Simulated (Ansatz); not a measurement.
Relaxation of C₂H₆FInO (11 atoms, charge 0, multiplicity 1), to a largest force component of 0.015 eV/Å in at most 40 steps.

The calculation used RKS LDA/def2-SVP (Ansatz).

```xyz
11
Properties=species:S:1:pos:R:3
C -0.736 -0.050 1.203
C 0.720 0.076 0.770
O 1.020 -0.741 -0.330
In 0.202 -0.275 -2.079
F -0.349 1.612 -2.148
H -0.921 0.541 2.097
H -0.977 -1.093 1.400
H -1.376 0.315 0.391
H 1.385 -0.258 1.577
H 0.948 1.134 0.560
H 0.085 -1.262 -3.442
```

Task: Where does it end, and by what steps?

Result: It converged. After 11 steps the energy has fallen by 0.134 eV; F5 moved furthest, 0.97 Å.

| step | energy less start (eV) | largest force component (eV/Å) | accepted |
| --- | --- | --- | --- |
| 0 | 0.0000 | 1.236 | yes |
| 1 | -0.0587 | 0.471 | yes |
| 2 | -0.0851 | 0.168 | yes |
| 3 | -0.1041 | 0.201 | yes |
| 4 | -0.1141 | 0.183 | yes |
| 5 | -0.1193 | 0.135 | yes |
| 6 | -0.1259 | 0.122 | yes |
| 7 | -0.1297 | 0.154 | yes |
| 8 | -0.1321 | 0.115 | yes |
| 9 | -0.1334 | 0.063 | yes |
| 10 | -0.1336 | 0.024 | yes |
| 11 | -0.1336 | 0.005 | yes |

```xyz
11
Properties=species:S:1:pos:R:3
C -0.671 0.098 1.078
C 0.812 0.035 0.815
O 1.140 -0.656 -0.358
In 0.152 -0.363 -2.050
F -1.118 1.125 -1.827
H -0.903 0.651 2.014
H -1.093 -0.927 1.172
H -1.174 0.625 0.231
H 1.330 -0.492 1.654
H 1.230 1.074 0.800
H 0.296 -1.171 -3.529
```

Whether the end is a true minimum wasn't checked by a vibrational analysis.

Time of the run: 18 s on 2 threads of Arm Neoverse V2, with other jobs on the host, peak memory 0.15 GiB.
